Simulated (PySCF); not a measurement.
Ge(H)(SMe)3, SMILES [GeH]([S]C)([S]C)[S]C (C₃H₁₀GeS₃) (GFN2-xTB optimised geometry):

```
17

Ge    -0.321    -1.035     0.000
S      1.920    -1.035     0.000
C      2.269     0.412     1.054
S     -1.138    -2.189    -1.734
C     -0.181    -1.413    -3.082
S     -1.065     1.102     0.000
C     -2.852     0.762    -0.060
H     -0.917    -1.732     1.249
H      1.998     0.194     2.082
H      3.338     0.580     0.978
H      1.726     1.277     0.686
H      0.877    -1.607    -2.935
H     -0.524    -1.877    -4.001
H     -0.377    -0.344    -3.110
H     -3.338     1.732    -0.098
H     -3.156     0.226     0.834
H     -3.093     0.187    -0.950
```

Computed with CAM-B3LYP/def2-SVP (PySCF 2.14.0).

Problem. What are the frontier orbital energies and the dipole moment?

Solution. HOMO-2 -8.15 eV, HOMO-1 -8.12 eV, HOMO -7.99 eV, LUMO 0.75 eV, LUMO+1 1.36 eV; dipole moment 1.15 D.

On the same geometry PBE/def2-SVP run with PySCF 2.14.0 gives HOMO-2 -5.64 eV, HOMO-1 -5.59 eV, HOMO -5.47 eV, LUMO -1.28 eV, LUMO+1 -0.65 eV; dipole moment 1.17 D.

Meta-Löwdin charges at CAM-B3LYP/def2-SVP: Ge1 0.52, S2 -0.17, C3 -0.33, S4 -0.17, C5 -0.33, S6 -0.20, C7 -0.33, H8 -0.07, H9 0.12, H10 0.12, H11 0.12, H12 0.12, H13 0.12, H14 0.12, H15 0.12, H16 0.11, H17 0.12.
